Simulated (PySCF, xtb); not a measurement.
GaH₂, SMILES [GaH2], multiplicity 2.

Harmonic wavenumbers (cm⁻¹) from GFN2-xTB run with xtb at its own minimum, in rising order: 347, 725, 882.

Problem. What does B3LYP-D3(BJ)/def2-TZVPD run with PySCF give at its own minimum? (Estimate from the structure and the level; the computed values follow.)

Solution. 733, 1755, 1829. Paired by order, the mean absolute difference is 788 cm⁻¹ and the zero-point energies are 2.8 and 6.2 kcal/mol.
